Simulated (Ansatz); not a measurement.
Ansatz (a quantum-chemistry and plane-wave program) input (CCSD(T)/def2-SVPD):

Ansatz 0.2 input:
```yaml
crystal:
  periodic: [false, false, false]
  atoms:
    - {symbol: Cl, position_ang: [-0.29714380, -1.30658273, 1.92445791]}
    - {symbol: Si, position_ang: [-0.03883647, -0.17076939, 0.25152521]}
    - {symbol: Br, position_ang: [-1.66662566, -0.59811479, -1.17584038]}
    - {symbol: Br, position_ang: [1.90571528, -0.66301125, -0.66831753]}
    - {symbol: Br, position_ang: [-0.07922805, 1.96405969, 0.80881112]}
basis:
  gaussian:
    orbitals: def2-SVPD
magnetization: {spin_polarized: false}
correlation: {method: ccsd_t, electrons: outside_noble_gas}
output: {forces: true}
```

End of the output:

```
mean field evaluation 1: about -230334.3955 eV, gradient 2.5e1 eV
mean field evaluation 2: about -230334.4503 eV, gradient 2.5e1 eV
mean field evaluation 4: about -230336.4345 eV, gradient 1.9e0 eV
mean field evaluation 8: about -230336.4597 eV, gradient 1.5e-1 eV
mean field evaluation 16: about -230335.5268 eV, gradient 1.7e1 eV
mean field -230336.45977990 eV, -8464.7087692512 hartree, gradient 9.2e-7 eV, S^2 0.000000; 0 other end points of the search recorded, 0 dependent functions left out
52 core orbitals not correlated
reference -230336.45977990 eV, -8464.7087692512 hartree; 16, 16 occupied and 106, 106 virtual orbitals, 1654 factors
densities: 4.39 GiB planned
second order -16.65790365 eV of doubles, -0.00000000 eV of singles
coupled cluster: 1.51 GiB planned
cycle   1  -17.37593538 eV  change   -7.2e-1 eV  update   9.1e-2
cycle   2  -17.71071444 eV  change   -3.3e-1 eV  update   2.5e-2
cycle   3  -17.77517572 eV  change   -6.4e-2 eV  update   1.2e-2
cycle   4  -17.77118257 eV  change    4.0e-3 eV  update   2.4e-3
cycle   5  -17.76976972 eV  change    1.4e-3 eV  update   8.1e-4
cycle   6  -17.76955409 eV  change    2.2e-4 eV  update   2.3e-4
cycle   7  -17.76954766 eV  change    6.4e-6 eV  update   7.3e-5
cycle   8  -17.76957079 eV  change   -2.3e-5 eV  update   2.0e-5
cycle   9  -17.76957353 eV  change   -2.7e-6 eV  update   5.6e-6
perturbative correction -0.58920356 eV, -0.0216528314 hartree
the calculation of the forces begins
1.20 GiB of device memory are held for the factors and their scratch space
Total energy: -230354.81855699 eV, -8465.3834418653 hartree
Atom 0 at    -0.297144    -1.306583     1.924458 Å, force    -0.068614    -0.301705     0.444380 eV/Å
Atom 1 at    -0.038836    -0.170769     0.251525 Å, force     0.038458     0.169106    -0.249075 eV/Å
Atom 2 at    -1.666626    -0.598115    -1.175840 Å, force    -0.197165    -0.056092    -0.165188 eV/Å
Atom 3 at     1.905715    -0.663011    -0.668318 Å, force     0.233234    -0.063910    -0.104041 eV/Å
Atom 4 at    -0.079228     1.964060     0.808811 Å, force    -0.005914     0.252601     0.073924 eV/Å
Dipole moment:     0.004741     0.020846    -0.030705 e Å
```
